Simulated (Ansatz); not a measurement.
Ge(CN)H3 (CH3GeN), 6 atoms. Hardware: 4 threads of Intel Xeon on a shared host.

The 6-31G sets use Cartesian d functions. Correlated methods freeze 11 core orbitals; core or outer-core shells of Ge are correlated, in sets that lack core-valence functions.

How many basis functions does each of these Ansatz runs have, and roughly what does it cost? MP2/def2-TZVP, charge 0 singlet, energy, from earlier orbitals; HF/6-31G, charge 0 singlet, energy; PBE-D4/def2-TZVP, charge 1 doublet at the geometry of the charge 0 singlet, energy, from earlier orbitals; LC-ωPBE (ω = 0.20 bohr⁻¹)/def2-TZVP, charge 1 doublet at the geometry of the charge 0 singlet, energy, from earlier orbitals; LC-ωPBE/def2-TZVP, charge 0 singlet, energy, from earlier orbitals; r2SCAN-D4/def2-TZVP, charge 0 singlet, energy, from earlier orbitals; PBE0-D4/def2-TZVP, charge 0 triplet at the geometry of the charge 0 singlet, energy; LC-ωPBE (ω = 0.10 bohr⁻¹)/def2-TZVP, charge 0 singlet, energy, from earlier orbitals; PBE0-D4/def2-TZVP, charge 1 doublet at the geometry of the charge 0 singlet, energy; LC-ωPBE (ω = 0.15 bohr⁻¹)/def2-TZVP, charge 1 doublet at the geometry of the charge 0 singlet, energy, from earlier orbitals; LC-ωPBE (ω = 0.20 bohr⁻¹)/def2-TZVP, charge 0 singlet, energy, from earlier orbitals; HF/def2-TZVP, charge 0 singlet, energy, from earlier orbitals.

Other jobs shared the machine, so times can vary by a factor of up to 3. A dash marks memory too small to be measured apart from the calling script's.

| run | functions | fitting or Cholesky vectors | wall time | peak host memory (GiB) |
| --- | --- | --- | --- | --- |
| HF/6-31G, charge 0 singlet, energy | 53 | 605 | 0.6 s | – |
| HF/def2-TZVP, charge 0 singlet, energy, from earlier orbitals | 128 | 1012 | 0.95 s | – |
| LC-ωPBE (ω = 0.20 bohr⁻¹)/def2-TZVP, charge 0 singlet, energy, from earlier orbitals | 128 | 825 | 1.4 s | – |
| LC-ωPBE/def2-TZVP, charge 0 singlet, energy, from earlier orbitals | 128 | 825 | 1.7 s | – |
| LC-ωPBE (ω = 0.10 bohr⁻¹)/def2-TZVP, charge 0 singlet, energy, from earlier orbitals | 128 | 825 | 1.8 s | – |
| MP2/def2-TZVP, charge 0 singlet, energy, from earlier orbitals | 128 | 868 | 1.9 s | – |
| r2SCAN-D4/def2-TZVP, charge 0 singlet, energy, from earlier orbitals | 128 | 825 | 2.2 s | – |
| PBE-D4/def2-TZVP, charge 1 doublet at the geometry of the charge 0 singlet, energy, from earlier orbitals | 128 | 825 | 4.5 s | – |
| LC-ωPBE (ω = 0.15 bohr⁻¹)/def2-TZVP, charge 1 doublet at the geometry of the charge 0 singlet, energy, from earlier orbitals | 128 | 825 | 5.5 s | – |
| LC-ωPBE (ω = 0.20 bohr⁻¹)/def2-TZVP, charge 1 doublet at the geometry of the charge 0 singlet, energy, from earlier orbitals | 128 | 825 | 5.5 s | – |
| PBE0-D4/def2-TZVP, charge 0 triplet at the geometry of the charge 0 singlet, energy | 128 | 868 | 24 s | – |
| PBE0-D4/def2-TZVP, charge 1 doublet at the geometry of the charge 0 singlet, energy | 128 | 868 | 29 s | – |
